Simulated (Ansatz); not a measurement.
`C[SiH2]SCF` and `FC[S][AlH][F]` differ in one atom or group.

Ansatz, PBE0-D4/def2-TZVP geometries, multiplicity 1. Each molecule was computed in one conformer, which needn't be the lowest.

```tsv
property	`C[SiH2]SCF`
HOMO energy (B3LYP/def2-TZVPP) / eV	-7.13
LUMO energy (B3LYP/def2-TZVPP) / eV	0.15
HOMO–LUMO gap (B3LYP/def2-TZVPP) / eV	7.28
LUMO energy (PBE/def2-TZVPP) / eV	-0.54
size of the dipole moment (ωB97M-V/def2-TZVPP) / D	1.07
HOMO energy (ωB97M-V/def2-TZVPP) / eV	-9.56
```

**Question.** What does the change do to each property? (Estimate.)

**Answer.** The calculation gave: 
```tsv
property	`FC[S][AlH][F]`	shift
HOMO energy (B3LYP/def2-TZVPP) / eV	-7.14	-0.01
LUMO energy (B3LYP/def2-TZVPP) / eV	-1.00	-1.15
HOMO–LUMO gap (B3LYP/def2-TZVPP) / eV	6.14	-1.14
LUMO energy (PBE/def2-TZVPP) / eV	-1.76	-1.22
size of the dipole moment (ωB97M-V/def2-TZVPP) / D	3.15	2.08
HOMO energy (ωB97M-V/def2-TZVPP) / eV	-9.59	-0.03
```

Dipoles are sizes alone; their direction can turn.

B3LYP here is the variant with VWN-RPA as its local correlation; programs differ in this.
